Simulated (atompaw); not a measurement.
**silver PAW (atompaw): all-electron and pseudo phase curves**

| Quantity | Value |
| --- | --- |
| Element | silver (Ag) |
| Generator | atompaw 4.2.0.5 |
| Type | PAW |
| Functional | PBEsol |
| Relativity | scalar-relativistic |
| Frozen core | [Kr] |
| Valence charge | 11 |
| Reference configuration | 4d10 5s1 5p0 |
| Partial waves | 5s (bound); 5s channel at 0.25 Ry; 5p (bound, empty); 5p channel at 0.95 Ry; 4d (bound); 4d channel at 0.1 Ry |
| Local potential | troulliermartins scheme with l = 3 at 0.5 Ry, radius 2.40 bohr |
| Core correction | smooth core density matched at 1.90 bohr |
| Augmentation charge | besselshape compensation charge, radius 2.25 bohr; PAW radius 3.00 bohr; waves and projectors: bloechl |

The phase is arctan(r·u′/u) with u = r·R(r), unwrapped; energies in Ry, scanned from -3 to 5 Ry. A pole is an energy at which the radial function vanishes at the test radius. The pseudo phase is shifted by a multiple of π to meet the all-electron one at the reference energy, and phase errors are pseudo minus all-electron; the curves can meet again beyond the range given. Levels narrower than the energy grid can be missing from the lists of poles. Where the grid stepped over a known ghost or core level, its pole and its step of π were put in at the level’s energy.

```json
{"channel": "s", "radius (bohr)": "3.00", "reference energy (Ry)": "-0.32", "poles, all-electron": "0.83", "poles, pseudo": "-0.80, 0.84", "unbroken range about the reference energy with phases within 0.05 rad": "-0.8 to 2.6", "phase error 1 Ry above the reference energy (rad)": "+0.000"}
{"channel": "p", "radius (bohr)": "3.00", "reference energy (Ry)": "-0.05", "poles, all-electron": "1.81", "poles, pseudo": "-0.21, 1.82", "unbroken range about the reference energy with phases within 0.05 rad": "-0.2 to 3.5", "phase error 1 Ry above the reference energy (rad)": "+0.000"}
{"channel": "d", "radius (bohr)": "3.00", "reference energy (Ry)": "-0.55", "poles, all-electron": "-0.44, 3.67", "poles, pseudo": "-0.44, 3.80", "unbroken range about the reference energy with phases within 0.05 rad": "the whole range", "phase error 1 Ry above the reference energy (rad)": "+0.000"}
```

Note: ghost states, extra bound levels that the all-electron valence spectrum of the same l lacks: s at -10.8 eV, p at -2.89 eV. A true bound ghost makes a file unfit for plane-wave use.

Phases in the d channel:

| E (Ry) | all-electron | pseudo |
| --- | --- | --- |
| -3.00 | 1.383 | 1.383 |
| -2.76 | 1.375 | 1.375 |
| -2.52 | 1.366 | 1.366 |
| -2.28 | 1.356 | 1.356 |
| -2.04 | 1.343 | 1.343 |
| -1.80 | 1.328 | 1.328 |
| -1.56 | 1.307 | 1.308 |
| -1.32 | 1.279 | 1.279 |
| -1.08 | 1.231 | 1.231 |
| -0.84 | 1.111 | 1.111 |
| -0.60 | -0.452 | -0.452 |
| -0.36 | -1.675 | -1.675 |
| -0.12 | -1.799 | -1.799 |
| 0.12 | -1.872 | -1.872 |
| 0.36 | -1.945 | -1.945 |
| 0.60 | -2.039 | -2.039 |
| 0.84 | -2.182 | -2.181 |
| 1.08 | -2.435 | -2.431 |
| 1.32 | -2.914 | -2.901 |
| 1.56 | -3.580 | -3.560 |
| 1.80 | -4.051 | -4.034 |
| 2.04 | -4.298 | -4.285 |
| 2.28 | -4.436 | -4.425 |
| 2.52 | -4.522 | -4.512 |
| 2.76 | -4.582 | -4.572 |
| 3.00 | -4.627 | -4.616 |
| 3.24 | -4.662 | -4.651 |
| 3.48 | -4.692 | -4.680 |
| 3.72 | -4.718 | -4.705 |
| 3.96 | -4.742 | -4.727 |
| 4.20 | -4.765 | -4.747 |
| 4.44 | -4.788 | -4.767 |
| 4.68 | -4.813 | -4.787 |
| 4.92 | -4.840 | -4.808 |
